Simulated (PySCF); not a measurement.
C4H9FSi, SMILES [SiH3][C@]1(F)C[C@@H]1C.

The structure is a stationary point at B3LYP-D3(BJ)/def2-SVP. The structure was generated by enumeration; whether it is a known compound was not checked.

All values below come from SMD-M06-2X/6-31G* in PySCF.

Solvation free energies are E(SMD) − E(gas) at the gas-phase geometry, for 1 M in both phases. In vacuum the dipole moment is 1.66 D.

| solvent | ΔG(solv) (kcal/mol) | its non-electrostatic (CDS) part | dipole (D) |
|---|---|---|---|
| water | 1.2 | 4.0 | 2.19 |
| chloroform | -3.8 | -1.8 | 2.02 |
| acetone | -3.6 | -1.0 | 2.15 |
